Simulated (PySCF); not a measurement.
B₂Cl₃, SMILES ClB([B]Cl)Cl (connectivity only; charge and spin as stated), charge +1, multiplicity 1.

The structure is a stationary point at PBE-D3(BJ)/def2-SVP. The multiplicity is an assumed one; other spin states were not compared. The isomer is the one that the SMILES or the coordinates give; other isomers of the formula were not compared. Other conformers were not sampled.

Computed with TDDFT-LC-ωPBE/def2-SVPD run with PySCF.

Vertical excitations. Isolated molecule, no solvent. State labels are in the subgroup C2v.

Computed excitation energies, oscillator strengths and character:
| state | symmetry | energy (eV) | λ (nm) | f | main pairs |
|---|---|---|---|---|---|
| S1 | B1 | 4.23 | 293 | 0.001 | HOMO→LUMO 95 % |
| S2 | A2 | 4.51 | 275 | 0.000 | HOMO−1→LUMO 94 % |
| S3 | B2 | 5.15 | 241 | 0.042 | HOMO−2→LUMO 79 %, HOMO→LUMO+1 18 % |
| S4 | B2 | 5.96 | 208 | 0.109 | HOMO→LUMO+1 76 %, HOMO−2→LUMO 18 % |
| S5 | A1 | 6.17 | 201 | 0.003 | HOMO−1→LUMO+1 75 %, HOMO−3→LUMO 23 % |
| S6 | B1 | 6.34 | 196 | 0.001 | HOMO−2→LUMO+1 99 % |
| S7 | A2 | 6.69 | 185 | 0.000 | HOMO−4→LUMO 59 %, HOMO−6→LUMO 31 % |
| S8 | A1 | 6.70 | 185 | 0.185 | HOMO−3→LUMO 68 %, HOMO−1→LUMO+1 23 % |
| S9 | A1 | 7.19 | 172 | 0.003 | HOMO−5→LUMO 56 %, HOMO−6→LUMO+1 21 %, HOMO−4→LUMO+1 14 % |
| S10 | A2 | 7.26 | 171 | 0.000 | HOMO−5→LUMO+1 63 %, HOMO−3→LUMO+1 32 % |
| T1 | B1 | 3.53 | 351 | 0 | HOMO→LUMO 90 % |
| T2 | B2 | 4.29 | 289 | 0 | HOMO−2→LUMO 90 % |
| T3 | A2 | 4.35 | 285 | 0 | HOMO−1→LUMO 92 % |
| T4 | B2 | 4.85 | 256 | 0 | HOMO→LUMO+1 86 % |
Triplets are in the Tamm–Dancoff approximation, which puts them higher than full response would, so one can lie above its singlet here.
